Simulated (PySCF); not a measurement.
CH8Si2, SMILES [SiH3]C[SiH3].

Geometry optimised at B3LYP-D3(BJ)/def2-SVP.

These are CAM-B3LYP/def2-TZVPD in PySCF values and carry that method's errors.

Gas-phase values at a fixed geometry.

```yaml
total_energy: -621.91575 hartree
point_group: C2v
highest_occupied_level: -10.13 eV
lowest_empty_level: 0.68 eV
orbital_gap: 10.81 eV
dipole_moment: 0.82 D
quadrupole, principal values (traceless, Buckingham form, about the centre of nuclear charge): -2.57, 1.25, 1.32 D·Å
mean_static_polarisability: 70.1 bohr³ (10.39 Å³)
polarisability_principal_values: 63.0, 65.4, 82.0 bohr³
```
